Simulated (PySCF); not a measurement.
# Substituent effects on chemical shifts

Parent skeleton `[CH3:1][CH2:2][CH2:3][C:4]#[O+:5]`; one hydrogen on atom 3 is replaced by X. Hydrogens on one atom are averaged.

Theory: structure optimised with GFN2-xTB, PBE0/pcSseg-1 with gauge-including orbitals, in PySCF 2.14 (gas phase, single conformer, non-relativistic, one averaged value for each set of equivalent atoms).

Shifts are taken against calculated references (same method and geometry level): TMS for 13C (σref 186.93) and 1H (σref 31.72); H2O for 17O (σref 336.08).

Task: Give δ (ppm) for X = C(S)CH3, cPent, SO2CH3, C2H5.

Result: 
| X | SMILES | C1 | C2 | C3 | C4 | O5 | H(C1) | H(C2) | H(C3) |
| --- | --- | --- | --- | --- | --- | --- | --- | --- | --- |
| C(S)CH3 | CC[C@H](C#[O+])C(C)=S | 16.6 | 44.1 | 37.7 | 163.3 | 364.4 | 1.53 | 3.32 | 4.85 |
| cPent | CC[C@@H](C#[O+])C1CCCC1 | 17.4 | 36.9 | 34.1 | 167.6 | 353.2 | 1.63 | 2.79 | 3.08 |
| SO2CH3 | CC[C@@H](C#[O+])S(C)(=O)=O | 15.8 | 33.2 | 57.1 | 164.0 | 371.3 | 1.73 | 2.91 | 4.50 |
| C2H5 | CCC(C#[O+])CC | 17.0 | 39.0 | 31.8 | 167.3 | 350.5 | 1.69 | 2.86 | 3.46 |

Task: Which position responds most, and to which substituents?

Result: C3: from 31.8 ppm with C2H5 to 57.1 ppm with SO2CH3.

Unscaled 17O shifts of doubly bonded oxygen tend to come out too high, by tens of ppm or more. Experimental scales use liquid or dissolved standards, which lie at an offset from isolated H2O (liquid H2O: subtract about 36 ppm).
